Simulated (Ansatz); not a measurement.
```yaml
crystal:
  periodic: [false, false, false]
  atoms:
    - {symbol: C, position_ang: [0.182816, 2.266009, -0.209622]}
    - {symbol: C, position_ang: [0.187147, 1.037789, 0.326649]}
    - {symbol: B, position_ang: [-0.150831, -0.189972, -0.531923]}
    - {symbol: Si, position_ang: [-0.140646, -2.059141, 0.227453]}
    - {symbol: H, position_ang: [0.421376, 3.159809, 0.361871]}
    - {symbol: H, position_ang: [-0.062837, 2.411053, -1.257704]}
    - {symbol: H, position_ang: [0.442139, 0.951817, 1.382093]}
    - {symbol: H, position_ang: [-0.424051, 0.012966, -1.682730]}
    - {symbol: H, position_ang: [1.200324, -2.363998, 0.810527]}
    - {symbol: H, position_ang: [-0.464895, -3.130667, -0.753109]}
    - {symbol: H, position_ang: [-1.125245, -2.152564, 1.347098]}
basis:
  gaussian: {orbitals: aug-cc-pVTZ}
hamiltonian: {xc: {name: B3LYP}}
kpoints: {mp_grid: {grid: [2, 2, 2]}}
output: {forces: true}
```

```sh
$ ansatz run in.yaml --threads 2 --pin off --events-out ev --progress --plain --max-ram 4352MiB
```

It prints (some lines left out):

```
Error: invalid value for `basis.gaussian`: such a run doesn't read kpoints; remove what it names
```

In this input the input holds a key that doesn't belong there. The program refused the input.
